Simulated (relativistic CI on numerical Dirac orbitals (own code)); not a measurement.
**d6 in a ligand field**

Computed with a parametric ligand-field model of a d^n configuration (Racah B and C, spin-orbit zeta, crystal field), exact diagonalisation.

Field parameters in Wybourne normalisation: Td as Oh with Dq negative (B⁴₀ = 21Dq, B⁴₄ = √(5/14) B⁴₀). The field is a parameter set, without covalency.

B = 450 cm⁻¹, C = 1770 cm⁻¹ (C/B = 3.93), Td, no spin-orbit coupling. Tanabe-Sugano data, E/B above the lowest term (Δ = |10Dq|; b, c mark the second and third term of a kind):

| Δ/B | 5E | 5T2 | 3T1 | 3E | 3T2 | 3T1(b) | 1T2 | 1E |
| --- | --- | --- | --- | --- | --- | --- | --- | --- |
| 1.0 | 0.00 | 1.00 | 19.62 | 19.91 | 20.51 | 20.70 | 29.48 | 29.40 |
| 1.9 | 0.00 | 1.91 | 19.27 | 20.04 | 21.04 | 21.25 | 29.17 | 29.10 |
| 2.8 | 0.00 | 2.80 | 18.79 | 20.14 | 21.41 | 21.48 | 28.74 | 28.74 |
| 3.7 | 0.00 | 3.69 | 18.21 | 20.22 | 21.67 | 21.57 | 28.22 | 28.34 |
| 4.6 | 0.00 | 4.60 | 17.55 | 20.29 | 21.87 | 21.60 | 27.62 | 27.88 |
| 5.5 | 0.00 | 5.51 | 16.85 | 20.35 | 22.01 | 21.63 | 26.99 | 27.39 |
| 6.4 | 0.00 | 6.40 | 16.13 | 20.40 | 22.12 | 21.64 | 26.34 | 26.87 |
| 7.3 | 0.00 | 7.29 | 15.40 | 20.44 | 22.21 | 21.65 | 25.67 | 26.32 |
| 8.2 | 0.00 | 8.20 | 14.62 | 20.48 | 22.28 | 21.66 | 24.96 | 25.72 |
| 9.1 | 0.00 | 9.11 | 13.83 | 20.51 | 22.35 | 21.67 | 24.24 | 25.10 |
| 10.0 | 0.00 | 10.00 | 13.05 | 20.54 | 22.40 | 21.67 | 23.52 | 24.47 |
| 10.9 | 0.00 | 10.89 | 12.26 | 20.56 | 22.44 | 21.68 | 22.79 | 23.82 |
| 11.8 | 0.00 | 11.80 | 11.44 | 20.59 | 22.49 | 21.69 | 22.04 | 23.13 |
| 12.7 | 0.00 | 12.71 | 10.62 | 20.61 | 22.52 | 21.69 | 21.27 | 22.43 |
| 13.6 | 0.00 | 13.60 | 9.81 | 20.62 | 22.55 | 21.70 | 20.51 | 21.73 |
| 14.5 | 0.00 | 14.49 | 8.99 | 20.64 | 22.58 | 21.70 | 19.75 | 21.01 |
| 15.4 | 0.00 | 15.40 | 8.15 | 20.66 | 22.61 | 21.71 | 18.96 | 20.26 |
| 16.3 | 0.00 | 16.31 | 7.30 | 20.67 | 22.63 | 21.71 | 18.17 | 19.50 |
| 17.2 | 0.00 | 17.20 | 6.47 | 20.68 | 22.66 | 21.72 | 17.39 | 18.75 |
| 18.1 | 0.00 | 18.11 | 5.62 | 20.69 | 22.68 | 21.72 | 16.58 | 17.97 |
| 19.0 | 0.00 | 19.00 | 4.78 | 20.70 | 22.69 | 21.73 | 15.79 | 17.21 |
| 19.9 | 0.00 | 19.91 | 3.92 | 20.71 | 22.71 | 21.73 | 14.98 | 16.41 |
| 20.8 | 0.00 | 20.80 | 3.08 | 20.72 | 22.73 | 21.74 | 14.18 | 15.63 |
| 21.7 | 0.00 | 21.69 | 2.23 | 20.73 | 22.74 | 21.74 | 13.38 | 14.83 |

The ground term stays 5E.
